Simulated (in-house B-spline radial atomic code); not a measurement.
Configurations of neutral neodymium, with energies counted from [Xe] (4f5/2)4 6s2. Level of theory: Dirac-Hartree-Fock, average of each configuration as written, Fermi nucleus of rms radius 4.9123 fm; calculated with a B-spline radial code for spherical atoms. Energies include first-order Breit, QED and recoil terms.

Occupations are held fixed; configurations that lie above the ionisation limit could autoionise.

| configuration | E - E(ref) (eV) | highest orbital | its <r> (bohr) |
| --- | --- | --- | --- |
| [Xe] (4f7/2)4 6s2 | 1.9429 | 6s1/2 | 4.769 |
| [Xe] (4f5/2)1 (4f7/2)3 6s2 | 2.4299 | 6s1/2 | 4.767 |
| [Xe] (4f5/2)3 6s2 7s1 | 3.5072 | 7s1/2 | 10.74 |
| [Xe] (4f5/2)3 6s2 (7p1/2)1 | 4.0434 | 7p1/2 | 13.68 |
| [Xe] (4f5/2)3 6s2 (10d5/2)1 | 5.2282 | 10d5/2 | 75.29 |
| [Xe] (4f5/2)1 (4f7/2)3 6s1 (9d3/2)1 | 6.656 | 9d3/2 | 57.79 |
| [Xe] (4f5/2)1 (4f7/2)2 6s2 (10p3/2)1 | 6.8233 | 10p3/2 | 56.18 |

Q: Order these further configurations by energy, lowest first.
A. [Kr] (4d3/2)3 (4d5/2)6 (4f5/2)1 (4f7/2)3 5s2 5p6 6s2 (9p3/2)1
B. [Xe] (4f5/2)3 (4f7/2)1 6s2
C. [Xe] (4f5/2)3 (4f7/2)1 6s1 (7g9/2)1
D. [Xe] (4f5/2)2 (4f7/2)2 6s1 (7d3/2)1
E. [Xe] (4f5/2)2 (4f7/2)2 6s2

A: B (1.4562 eV), E (2.2676 eV), C (5.7396 eV), D (6.1076 eV), A (129.24 eV).

Q: How far above the reference does [Kr] (4d3/2)3 (4d5/2)6 (4f5/2)2 (4f7/2)2 5s2 5p6 6s2 (7g9/2)1 lie?

A: 130.89 eV; its least bound orbital is 7g9/2 with <r> = 63.48 bohr.

Q: How far above the reference does [Xe] (4f5/2)1 (4f7/2)2 6s2 8s1 lie?

A: 6.1617 eV; its least bound orbital is 8s1/2 with <r> = 20.31 bohr.

Q: How far above the reference does [Xe] (4f5/2)4 (4f7/2)1 6s1 lie?

A: 3.7035 eV; its least bound orbital is 4f7/2 with <r> = 17.81 bohr.
